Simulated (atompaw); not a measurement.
# u(r) = r·R(r): atom against pseudo-atom (C)

Columns: radius, all-electron u(r) and pseudo u(r) of the 2p shell (level -5.42 eV) of carbon in the configuration [He] 2s2 2p2; LDA (PW92), scalar-relativistic, PAW (atompaw) scheme, atompaw 4.2.0.5.

```
r (bohr)  all-electron  pseudo
   0.067        0.0235  0.0057
   0.135        0.0790  0.0230
   0.202        0.1484  0.0506
   0.269        0.2229  0.0878
   0.337        0.2976  0.1338
   0.404        0.3669  0.1857
   0.471        0.4301  0.2421
   0.538        0.4864  0.3011
   0.606        0.5362  0.3616
   0.673        0.5781  0.4200
   0.740        0.6132  0.4753
   0.808        0.6422  0.5269
   0.875        0.6647  0.5719
   0.942        0.6819  0.6104
   1.010        0.6943  0.6421
   1.077        0.7021  0.6661
   1.144        0.7061  0.6830
   1.212        0.7067  0.6934
   1.279        0.7043  0.6977
   1.346        0.6995  0.6970
   1.413        0.6925  0.6921
   1.481        0.6836  0.6840
   1.548        0.6733  0.6737
   1.615        0.6617  0.6619
   1.683        0.6489  0.6489
   1.750        0.6354  0.6354
```

**Question.** How many radial nodes do the two functions have?

**Answer.** The all-electron 2p function has n − l − 1 = 0; the pseudo-wave has 0.

**Question.** Where does each function peak?

**Answer.** Outermost all-electron maximum near 1.21 bohr, pseudo maximum near 1.28 bohr (to the table’s step).

**Question.** Is the pseudo-wave norm-conserving?

**Answer.** No, it belongs to a PAW set: the norm inside the radius is not constrained, and the difference is carried by the augmentation charge.
